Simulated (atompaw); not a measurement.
**Logarithmic derivatives: Nd, PAW (atompaw)**

neodymium, PAW, made with atompaw 4.2.0.5 (PBE, scalar-relativistic). Core [Kr] 4d10, reference 4f4 5s2 5p6 5d0 6s1.5 6p0.5. Waves: 5s (bound): rc 2.35 bohr; 6s (bound): rc 2.65 bohr; 5p (bound): rc 2.10 bohr; 6p (bound): rc 3.00 bohr; 5d (bound, empty): rc 3.00 bohr; 5d channel at 4.25 Ry: rc 3.00 bohr; 4f (bound): rc 1.20 bohr; 4f channel at 0.55 Ry: rc 1.20 bohr. Local part: troulliermartins scheme with l = 4 at 1 Ry, radius 2.25 bohr. Core correction: smooth core density matched at 2.25 bohr. Augmentation charge: besselshape compensation charge, radius 2.75 bohr; PAW radius 3.00 bohr; waves and projectors: custom polynom vanderbiltortho.

The phase is arctan(r·u′/u) with u = r·R(r), unwrapped; energies in Ry, scanned from -5 to 5 Ry. A pole is an energy at which the radial function vanishes at the test radius. The pseudo phase is shifted by a multiple of π to meet the all-electron one at the reference energy, and phase errors are pseudo minus all-electron; the curves can meet again beyond the range given. Levels narrower than the energy grid can be missing from the lists of poles.

```json
{"channel": "s", "radius (bohr)": "3.01", "reference energy (Ry)": "-0.28", "poles, all-electron": "-2.95, 2.64", "poles, pseudo": "-2.95, 2.44, 4.70", "unbroken range about the reference energy with phases within 0.05 rad": "below 3.1", "phase error 1 Ry above the reference energy (rad)": "-0.006"}
{"channel": "p", "radius (bohr)": "3.01", "reference energy (Ry)": "-0.11", "poles, all-electron": "-1.47, 3.88", "poles, pseudo": "-1.47, 2.57", "unbroken range about the reference energy with phases within 0.05 rad": "below 0.8", "phase error 1 Ry above the reference energy (rad)": "-0.071"}
{"channel": "d", "radius (bohr)": "3.01", "reference energy (Ry)": "-0.18", "poles, all-electron": "0.66", "poles, pseudo": "0.65", "unbroken range about the reference energy with phases within 0.05 rad": "the whole range", "phase error 1 Ry above the reference energy (rad)": "-0.002"}
{"channel": "f", "radius (bohr)": "3.01", "reference energy (Ry)": "-0.17", "poles, all-electron": "-0.12, 3.30", "poles, pseudo": "-0.12, 3.31", "unbroken range about the reference energy with phases within 0.05 rad": "the whole range", "phase error 1 Ry above the reference energy (rad)": "+0.000"}
```

Phases in the p channel:

```csv
E (Ry),all-electron,pseudo
-5.00,1.407,1.407
-4.76,1.402,1.401
-4.52,1.396,1.395
-4.28,1.390,1.389
-4.04,1.382,1.381
-3.80,1.374,1.373
-3.56,1.364,1.362
-3.32,1.351,1.350
-3.08,1.336,1.334
-2.84,1.315,1.313
-2.60,1.285,1.283
-2.36,1.234,1.232
-2.12,1.119,1.117
-1.88,0.531,0.526
-1.64,-1.350,-1.350
-1.40,-1.616,-1.617
-1.16,-1.704,-1.704
-0.92,-1.757,-1.758
-0.68,-1.801,-1.802
-0.44,-1.846,-1.846
-0.20,-1.898,-1.898
0.04,-1.964,-1.964
0.28,-2.058,-2.060
0.52,-2.207,-2.215
0.76,-2.467,-2.503
1.00,-2.942,-3.060
1.24,-3.568,-3.749
1.48,-4.014,-4.173
1.72,-4.257,-4.391
1.96,-4.395,-4.519
2.20,-4.483,-4.607
2.44,-4.543,-4.677
2.68,-4.587,-4.742
2.92,-4.622,-4.812
3.16,-4.649,-4.907
3.40,-4.673,-5.069
3.64,-4.694,-5.468
3.88,-4.712,-6.524
4.12,-4.729,-7.243
4.36,-4.746,-7.485
4.60,-4.762,-7.595
4.84,-4.778,-7.659
```
